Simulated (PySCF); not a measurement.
Method: PySCF with PBE0-D4/def2-TZVP. All species are isolated molecules in the gas phase. Delta-SCF ions had no search for a lower state. Excitations are Tamm–Dancoff values on a coarser integration grid. The basis has no diffuse functions, so Rydberg states are missing or too high.

Reference species (SMILES): `BrBBr` (neutral, multiplicity 1).

* **S1 excitation (TDA)**: 4.93 eV
* **vertical ionisation energy (Delta-SCF)**: 10.77 eV

Changed species: `BrB(Br)Br` (0 of 3 Br replaced by H; the reference has 1 of 3 Br replaced by H).

Question: What does the change do to the S1 excitation (TDA) and vertical ionisation energy (Delta-SCF)?

Answer: the S1 excitation (TDA) drops by 0.23 eV, to 4.70 eV; the vertical ionisation energy (Delta-SCF) decreases by 0.45 eV, to 10.32 eV.
